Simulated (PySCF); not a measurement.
BFH, SMILES [BH]F, multiplicity 2. Geometry optimised at PBE0-D3(BJ)/def2-TZVPD. The isomer is the one that the SMILES or the coordinates give; other isomers of the formula were not compared.

Computed equilibrium geometry at PBE0-D3(BJ)/def2-TZVPD (PySCF confirms it by a frequency run) as a Z-matrix, and its point group:
point group Cs.
```
B
F 1 1.3012
H 1 1.2062 2 120.98
```
Charge 0, spin multiplicity 2.
